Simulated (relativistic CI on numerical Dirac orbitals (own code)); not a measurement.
Magnetism of Yb⁴⁺, 4f12, in a crystal field

Calculated by Dirac-Coulomb-Breit CI, orbitals from a KLI potential per configuration, model QED, valence Slater integrals scaled by 0.8, one configuration in a parametric crystal field (own radial code).

Field parameters in Wybourne normalisation; cubic f-shell fields have B⁴₄ = √(5/14) B⁴₀ and B⁶₄ = −√(7/2) B⁶₀. The field is a parameter set, without covalency.

S is read from ⟨S²⟩ = S(S + 1).

Powder χT (cm³ K mol⁻¹) by Van Vleck's formula, with temperature-independent terms:

```
                                                                                                      Field    2 K    5 K   10 K  20 K  50 K  100 K  200 K  300 K
C2v, B20 = 150, B22 = -90, B40 = -20, B42 = 830, B44 = -10, B60 = 0, B62 = -470, B64 = -340, B66 = 860 cm⁻¹  0.273  0.683   1.36   2.6   4.7   5.93   6.66   6.89
                            D3d, B20 = -580, B40 = 1100, B43 = -1190, B60 = 990, B63 = 140, B66 = -990 cm⁻¹  0.183  0.459  0.917  1.83  3.97    5.5   6.43   6.74
                                                     D3h, B20 = -500, B40 = -490, B60 = -30, B66 = 830 cm⁻¹  0.981   2.42   4.13  5.43  6.26   6.61   6.89      7
                                                      D3h, B20 = 960, B40 = -320, B60 = -290, B66 = 30 cm⁻¹  0.526   1.32    2.6  4.47   6.1   6.68   6.98   7.06
                                        D4h, B20 = 1120, B40 = 2080, B44 = -730, B60 = 640, B64 = -160 cm⁻¹   1.45   2.12   3.12  4.34   5.6   6.21   6.68   6.87
                                                                            Oh, B40 = -2100, B60 = 590 cm⁻¹   0.15  0.376  0.752   1.5  3.58   5.38   6.32   6.65
```

Question: For C2v, B20 = 150, B22 = -90, B40 = -20, B42 = 830, B44 = -10, B60 = 0, B62 = -470, B64 = -340, B66 = 860 cm⁻¹: what effective moment follows at 300 K?

Answer: μ_eff = √(8χT) = 7.42 μB. The LS value g√(J(J + 1)) of the free ion's 3H_6 level is 7.56 μB.
